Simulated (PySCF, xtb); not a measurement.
fluoroethane (C₂H₅F), SMILES C(F)C.

Harmonic wavenumbers (cm⁻¹) from GFN2-xTB (xtb) at its own minimum, in rising order: 208, 401, 823, 915, 1079, 1105, 1148, 1246, 1327, 1400, 1455, 1474, 1490, 2942, 2950, 3050, 3052, 3059.

Question: What does PBE0-D3(BJ)/def2-TZVP in PySCF give at its own minimum? (An estimate is asked for; the answer gives what the named calculation found.)

Answer: 256, 415, 811, 900, 1092, 1134, 1187, 1303, 1392, 1423, 1473, 1492, 1515, 3050, 3057, 3093, 3134, 3145. Paired by order, the mean absolute difference is 45 cm⁻¹ and the zero-point energies are 41.6 and 42.7 kcal/mol.
